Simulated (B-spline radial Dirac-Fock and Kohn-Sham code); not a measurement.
# X-ray form factors of xenon in several charge states

Level of theory: configuration-average Dirac-Fock orbitals; a radial B-spline solver.

Configurations: Xe [Kr] 4d10 5s2 5p6; Xe⁺ [Kr] 4d10 5s2 5p5; Xe²⁺ [Kr] 4d10 5s2 5p4; Xe³⁺ [Kr] 4d10 5s2 5p3. The first column is f₀ of Xe, the others are differences from it.

```
s (Å⁻¹)      Xe   Δ Xe⁺  Δ Xe²⁺  Δ Xe³⁺
      0  54.000  -1.000  -2.000  -3.000
    0.1  50.125  -0.461  -1.005  -1.608
    0.2  43.088  +0.032  +0.017  -0.047
    0.3  37.251  +0.058  +0.131  +0.212
    0.4  32.671  +0.008  +0.029  +0.065
    0.5  28.784  -0.010  -0.018  -0.024
    0.7  22.757  -0.004  -0.011  -0.023
    0.9  18.943  +0.001  +0.002  +0.001
    1.1  16.438  +0.001  +0.003  +0.005
    1.4  13.432   0.000   0.000   0.000
```

Values without a named source are computed, but for edge energies of neutral atoms, which are taken from tables.
